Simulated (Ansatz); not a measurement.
## A ladder of methods for IF (iodine monofluoride)

IF has 2 atoms, charge 0, and is taken as a singlet. SMILES: `FI`. Geometry: the measured bond length.

```xyz
2

F     0.0000    0.0000    0.0000
I     0.0000    0.0000    1.9098
```

Quantity: the energy change with the F1–I2 bond stretched from 1.910 to 2.865 Å, in eV. The values are calculated.

| level | kind | program | value (eV) | CPU time (all runs) |
| --- | --- | --- | --- | --- |
| HF/STO-3G (restricted) | Hartree–Fock | Ansatz | 4.77 | 0.63 s |
| PBE/STO-3G (restricted) | GGA | Ansatz | 2.41 | 2.2 s |
| revPBE/STO-3G (restricted) | GGA | Ansatz | 2.26 | 2.3 s |
| PBE0/STO-3G (restricted) | global hybrid | Ansatz | 3.10 | 2.2 s |
| CAM-B3LYP/STO-3G (restricted) | range-separated hybrid | Ansatz | ? | 2.6 s |
| HSE06/STO-3G (restricted) | range-separated hybrid | Ansatz | 3.07 | 2.7 s |
| wB97M-V/STO-3G (restricted) | range-separated hybrid | Ansatz | ? | 23 s |
| CCSDTQ/STO-3G (restricted) | coupled cluster or CI | Ansatz | 1.02 | 16 s |
| FCI/STO-3G | exact in the basis | Ansatz | 1.02 | 0.78 s |

Q: Estimate the missing values from the other rows.

A: As computed at these levels: CAM-B3LYP/STO-3G (restricted): 3.43 eV; wB97M-V/STO-3G (restricted): 3.57 eV. Spin-restricted single references rise too steeply as a bond breaks, Hartree–Fock most of all. Perturbation and coupled-cluster corrections on them can overshoot downwards. All-electron rows without a relativistic Hamiltonian named are non-relativistic. The first shape isn't each level's own minimum. The values span 1.02 to 4.77 eV. All rows use very small basis sets, so even the best lies far from the true value. In the correlated wave-function rows the outer d shell of I is correlated, in sets not made for it. Times are those of the runs behind each value, whatever else they computed, on shared processors of several kinds: orders of magnitude only.
